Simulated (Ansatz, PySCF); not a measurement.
C3H5BO, SMILES OB1C=CC1.

Geometry: B3LYP-D3(BJ)/def2-SVP. This is a generated structure with no PubChem entry under its InChIKey; it may be hypothetical. One conformer was computed; it need not be the lowest.

Vertical ionisation energy (IE) and electron affinity (EA) in eV. Rows of orbital energies are one-electron estimates. Where ΔSCF, EOM or ADC give a negative EA the extra electron is unbound and the value depends on the basis.

| level | IE | EA |
|---|---|---|
| −ε(HOMO), −ε(LUMO), r2SCAN/def2-TZVP (PySCF) | 6.69 | 1.44 |
| −ε(HOMO), −ε(LUMO), PBE/def2-TZVP (PySCF) | 6.51 | 1.69 |
| ΔSCF, CAM-B3LYP/def2-TZVPD (Ansatz), final states of multiplicity 2 and 2 | 9.86 | -0.86 |
| ΔSCF, PBE/def2-TZVPD (Ansatz), final states of multiplicity 2 and 2 | 9.76 | -0.63 |

Q: What vertical singlet–triplet gap does ΔSCF give with CAM-B3LYP/def2-TZVPD (Ansatz, a program for electronic structure) and with PBE/def2-TZVPD (Ansatz)? (An estimate is asked for; the answer gives what the named calculation found.)

A: 4.00 and 4.01 eV (triplet above singlet where positive).
